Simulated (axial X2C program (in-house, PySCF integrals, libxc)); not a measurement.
**NaSb⁺: cheaper levels and CCSD(T), with spin–orbit coupling**

Calculated with an in-house relativistic program for diatomic molecules. Two-component (2c) means X2C with spin–orbit coupling and atomic mean-field two-electron Coulomb and Gaunt terms. Basis: Sb dyall-cv3z [11s12p8d4f1g], Na dyall-cv3z [9s8p5d2f] (cores contracted in-house); Gaussian nuclei, density fitting, unrestricted open shells. Masses: Sb 120.904 u, Na 22.990 u.

State: Ω = 3/2 (⟨Sz⟩ = 1.48, ⟨Lz⟩ = 0.02 at HF); fragments Sb + Na+.

| level | Re (Å) | ωe (cm⁻¹) | De (eV) |
| --- | --- | --- | --- |
| PBE0 | 3.276 | 111.1 | 0.368 |
| HF | 3.380 | 100.7 | 0.284 |
| MP2 | 3.373 | 100.9 | 0.284 |
| CCSD | 3.370 | 101.6 | 0.285 |
| B3LYP | 3.284 | 110.4 | 0.380 |

Correlated methods: 5 electrons correlated (number of frozen shells: Sb 4 s, 3 p, 2 d; Na 2 s, 1 p), 281 virtual spin orbitals or spinors in MP2, 53 natural virtuals in coupled cluster.

CCSD(T), same Hamiltonian and basis:

Re = 3.370 Å, ωe = 101.6 cm⁻¹, De = 0.29 eV; T1 = 0.010 (Lee–Taylor normalisation).

Give the differences from CCSD(T) in the columns below.



```tsv
level	ΔRe (Å)	Δωe (cm⁻¹)
PBE0	-0.094	9.5
HF	0.010	-0.9
MP2	0.003	-0.7
CCSD	0.000	0.0
B3LYP	-0.086	8.8
```

The state is one determinant whose occupation by symmetry is held fixed; it was picked as the lowest of a PBE0 search that is not exhaustive. De is counted from the lowest determinant-based energies of the atoms at the same level, without counterpoise correction. Density functionals use the spin component along the axis (collinear). Coupled cluster ran in a truncated set of natural virtual spinors; the MP2 energy of the rest was added. (T) has no such correction and the atoms are truncated less, which lowers De at CCSD(T) by a hundredth of an eV or more. PBE0 can misorder states that lie within some tenths of an eV, so this need not be the ground state of the molecule. The nearest other 2c determinant of the search, Ω = 1/2, lies 0.61 eV up at the distance of the search. With several unpaired electrons one determinant need not be a pure state. This is the top spin component of a Σ state; components of lower Ω are not single determinants and can lie lower. With the outer-core shells frozen, correlated bond lengths of heavy atoms tend to come out a few hundredths of an ångström too long. The bond is weak, and without diffuse functions and with truncated virtuals even CCSD(T) can be tens of per cent off in De.
